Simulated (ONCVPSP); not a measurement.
**u(r) = r·R(r): atom against pseudo-atom (vanadium (V))**

Columns: radius, all-electron u(r) and pseudo u(r) of the 3p shell (level -44.33 eV) of vanadium in the configuration [Ne] 3s2 3p6 3d3 4s1.75 4p0.25; LDA (Perdew-Wang 92), scalar-relativistic, ONCV scheme, ONCVPSP 4.0.1.

| r (bohr) | all-electron | pseudo |
| --- | --- | --- |
| 0.078 | -0.3424 | 0.0252 |
| 0.155 | -0.5516 | 0.0967 |
| 0.232 | -0.4455 | 0.2073 |
| 0.310 | -0.1617 | 0.3475 |
| 0.388 | 0.1698 | 0.5020 |
| 0.465 | 0.4699 | 0.6537 |
| 0.542 | 0.7106 | 0.7914 |
| 0.620 | 0.8858 | 0.9060 |
| 0.698 | 0.9961 | 0.9883 |
| 0.775 | 1.0516 | 1.0358 |
| 0.852 | 1.0657 | 1.0513 |
| 0.930 | 1.0481 | 1.0383 |
| 1.008 | 1.0083 | 1.0028 |
| 1.085 | 0.9546 | 0.9521 |
| 1.162 | 0.8924 | 0.8914 |
| 1.240 | 0.8250 | 0.8247 |
| 1.318 | 0.7564 | 0.7562 |
| 1.395 | 0.6896 | 0.6895 |
| 1.472 | 0.6253 | 0.6252 |
| 1.550 | 0.5637 | 0.5636 |
| 1.628 | 0.5061 | 0.5060 |
| 1.705 | 0.4536 | 0.4535 |
| 1.782 | 0.4054 | 0.4053 |
| 1.860 | 0.3609 | 0.3608 |
| 1.938 | 0.3206 | 0.3206 |
| 2.015 | 0.2848 | 0.2847 |

Task: How many radial nodes do the two functions have?

Result: The all-electron 3p function has n − l − 1 = 1; the pseudo-wave has 0, since the states of the same l below it are removed with the core.

Task: At about which radius was the pseudo-wave matched?

Result: 1.40 bohr. The columns agree to 0.0005 from 1.24 bohr on; several derivatives are matched, so the curves merge somewhat inside the radius.

Task: Is the pseudo-wave norm-conserving?

Result: Yes: the ONCV scheme keeps the norm inside the radius equal to the all-electron one, which fixes the energy derivative of the logarithmic derivative at the level.
